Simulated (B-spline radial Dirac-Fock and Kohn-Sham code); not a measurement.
**Electron momentum distribution of Yb⁴⁺: Compton profiles**

System: ytterbium as Yb⁴⁺, configuration [Xe] 4f12.

Input of the calculation (task.json; shells as n, l, electrons):

```json
{"items": [{
  "Z": 70,
  "q": 4,
  "cfg": [[1, 0, 2], [2, 0, 2], [2, 1, 6], [3, 0, 2], [3, 1, 6], [3, 2, 10], [4, 0, 2], [4, 1, 6], [4, 2, 10], [4, 3, 12], [5, 0, 2], [5, 1, 6]],
  "A": 174,
  "rrms": 5.3108,
  "do": ["scatter"],
  "s": [0.0, 0.05, 0.1, 0.15, 0.2, 0.25, 0.3, 0.35, 0.4, 0.45, 0.5, 0.6, 0.7, 0.8, 0.9, 1.0, 1.1, 1.2, 1.4, 1.6, 1.8, 2.0, 2.5, 3.0, 3.5, 4.0, 5.0, 6.0],
  "pz": [0, 0.1, 0.2, 0.3, 0.4, 0.5, 0.6, 0.8, 1.0, 1.2, 1.4, 1.6, 1.8, 2.0, 2.5, 3.0, 4.0, 5.0, 7.0, 10.0, 15.0, 20.0, 30.0, 40.0, 60.0, 100.0],
  "hv_scatter": [5000, 8047.8, 17479.3, 20000, 30000, 50000, 200000, 1000000]
}]}
```

Launch: `python xray_run.py task.json out`

Model: the impulse approximation on relativistic Hartree-Fock (Dirac-Fock) wave functions, averaged over the configuration. Program: a B-spline atomic structure program. pz is in atomic units of momentum; subshell profiles are per electron, for a selection of subshells; open shells are spread over both j values by their weights.

```csv
pz,J total,J 4d3/2,J 5s1/2,J 5p3/2
0,7.069,0.0945,0.462,0.328
0.2,7.027,0.0945,0.444,0.328
0.3,6.974,0.0945,0.422,0.327
0.4,6.897,0.0945,0.393,0.325
0.5,6.795,0.0945,0.359,0.320
0.6,6.667,0.0945,0.321,0.311
0.8,6.342,0.0945,0.244,0.285
1,5.948,0.0944,0.172,0.245
1.2,5.528,0.0943,0.116,0.197
1.4,5.127,0.0941,0.0759,0.149
1.6,4.772,0.0937,0.0516,0.106
1.8,4.476,0.0931,0.0389,0.0722
2,4.235,0.0922,0.0336,0.0476
2.5,3.792,0.0884,0.0320,0.0184
3,3.434,0.0819,0.0288,0.0129
4,2.706,0.0627,0.0134,0.0116
5,2.046,0.0415,0.00472,0.00684
7,1.226,0.0132,0.00287,0.00138
10,0.7130,0.00301,0.00123,0.000922
15,0.3500,0.00243,0.000252,0.000248
20,0.1903,0.00128,0.000199,6.23e-05
30,0.07066,0.000209,2.69e-05,4.70e-05
40,0.03221,3.61e-05,7.83e-06,2.05e-05
60,0.009894,1.94e-06,5.95e-06,2.96e-06
100,0.001842,< 1e-6,1.30e-06,< 1e-6
```

J(0) = 7.069. The 5p3/2 subshell gives the largest part, 19 %.

Mean momentum ⟨p⟩ by subshell (a.u.): 1s1/2 71.0, 2s1/2 25.4, 2p1/2 33.5, 2p3/2 30.1, 3s1/2 12.8, 3p1/2 15.3, 3p3/2 14.2, 3d3/2 17.1, 3d5/2 16.7, 4s1/2 6.47, 4p1/2 7.24, 4p3/2 6.80, 4d3/2 7.39, 4d5/2 7.24, 4f5/2 6.87, 4f7/2 6.78, 5s1/2 2.51, 5p1/2 2.64, 5p3/2 2.46.
